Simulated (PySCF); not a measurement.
Isomers of C5H10ClNSi2, mass 175.004 u with the commonest isotopes. Method used: PBE0/pcSseg-1 in PySCF (dipole) on a GFN2-xTB geometry, gas phase. One conformer each, none proved a minimum here; rigid rotors.

**Question.** Order these by rotational constant B, largest first.
A. `[N:1]#[C:2][C@@H:3]1[C@H:4]([Cl:5])[CH2:6][C@@H:7]1[SiH2:8][SiH3:9]` with C6–C7–Si8–Si9 -168°, C2–C3–C4–Cl5 18°, C3–C4–C6–C7 -14°, C4–C6–C7–Si8 135°, C2–C3–C7–C6 102°
B. `[CH2:1]=[C:2]([C:3]#[N:4])[SiH2:5][Si:6]([CH3:7])([CH3:8])[Cl:9]` with C1–C2–Si5–Si6 -110°, C2–Si5–Si6–C7 88°
C. `[N:1]#[C:2][C@@H:3]1[C@@H:4]([SiH2:5][SiH3:6])[CH2:7][C@@H:8]1[Cl:9]` with C3–C4–Si5–Si6 175°, C2–C3–C4–Si5 141°, C3–C4–C7–C8 -14°, C4–C7–C8–Cl9 134°, C2–C3–C8–C7 100°
D. `[CH3:1][C@@H:2]1[SiH2:3][C@@H:4]([C:5]#[N:6])[Si@@H:7]1[CH2:8][Cl:9]` with C4–Si7–C8–Cl9 -41°, C1–C2–Si3–C4 -135°, C2–Si3–C4–C5 -106°, Si3–C4–Si7–C8 103°, C1–C2–Si7–C4 135°

**Answer.** D (750.0 MHz), B (564.9 MHz), A (551.7 MHz), C (463.0 MHz).

**Question.** Order these by rotational constant A, largest first.
A. `[N:1]#[C:2][C@@H:3]1[C@H:4]([Cl:5])[CH2:6][C@@H:7]1[SiH2:8][SiH3:9]` with C6–C7–Si8–Si9 -168°, C2–C3–C4–Cl5 18°, C3–C4–C6–C7 -14°, C4–C6–C7–Si8 135°, C2–C3–C7–C6 102°
B. `[CH3:1][C@@H:2]1[SiH2:3][C@@H:4]([C:5]#[N:6])[Si@@H:7]1[CH2:8][Cl:9]` with C4–Si7–C8–Cl9 -41°, C1–C2–Si3–C4 -135°, C2–Si3–C4–C5 -106°, Si3–C4–Si7–C8 103°, C1–C2–Si7–C4 135°
C. `[CH2:1]=[C:2]([C:3]#[N:4])[SiH2:5][Si:6]([CH3:7])([CH3:8])[Cl:9]` with C1–C2–Si5–Si6 -110°, C2–Si5–Si6–C7 88°
D. `[N:1]#[C:2][C@@H:3]1[C@@H:4]([SiH2:5][SiH3:6])[CH2:7][C@@H:8]1[Cl:9]` with C3–C4–Si5–Si6 175°, C2–C3–C4–Si5 141°, C3–C4–C7–C8 -14°, C4–C7–C8–Cl9 134°, C2–C3–C8–C7 100°

**Answer.** A (2000 MHz), D (1924 MHz), C (1505 MHz), B (1331 MHz).

**Question.** Order these by rotational constant C, smallest first.
A. `[CH2:1]=[C:2]([C:3]#[N:4])[SiH2:5][Si:6]([CH3:7])([CH3:8])[Cl:9]` with C1–C2–Si5–Si6 -110°, C2–Si5–Si6–C7 88°
B. `[N:1]#[C:2][C@@H:3]1[C@@H:4]([SiH2:5][SiH3:6])[CH2:7][C@@H:8]1[Cl:9]` with C3–C4–Si5–Si6 175°, C2–C3–C4–Si5 141°, C3–C4–C7–C8 -14°, C4–C7–C8–Cl9 134°, C2–C3–C8–C7 100°
C. `[N:1]#[C:2][C@@H:3]1[C@H:4]([Cl:5])[CH2:6][C@@H:7]1[SiH2:8][SiH3:9]` with C6–C7–Si8–Si9 -168°, C2–C3–C4–Cl5 18°, C3–C4–C6–C7 -14°, C4–C6–C7–Si8 135°, C2–C3–C7–C6 102°
D. `[CH3:1][C@@H:2]1[SiH2:3][C@@H:4]([C:5]#[N:6])[Si@@H:7]1[CH2:8][Cl:9]` with C4–Si7–C8–Cl9 -41°, C1–C2–Si3–C4 -135°, C2–Si3–C4–C5 -106°, Si3–C4–Si7–C8 103°, C1–C2–Si7–C4 135°

**Answer.** B (411.3 MHz), C (481.8 MHz), A (526.3 MHz), D (643.8 MHz).

```
                                  SMILES  point group  Ia (u·Å²)  Ib (u·Å²)  Ic (u·Å²)      κ  μa (D)  μb (D)  μc (D)
              C=C(C#N)[SiH2][Si](C)(C)Cl           C1     335.70     894.60     960.19  -0.92    0.14    3.77    1.88
 N#C[C@@H]1[C@H](Cl)C[C@@H]1[SiH2][SiH3]           C1     252.75     915.99    1048.83  -0.91    0.76    3.90    2.58
    C[C@@H]1[SiH2][C@@H](C#N)[Si@@H]1CCl           C1     379.76     673.86     784.95  -0.69    4.15    1.31    1.05
N#C[C@@H]1[C@@H]([SiH2][SiH3])C[C@@H]1Cl           C1     262.67    1091.62    1228.60  -0.93    4.23    2.16    1.48
```
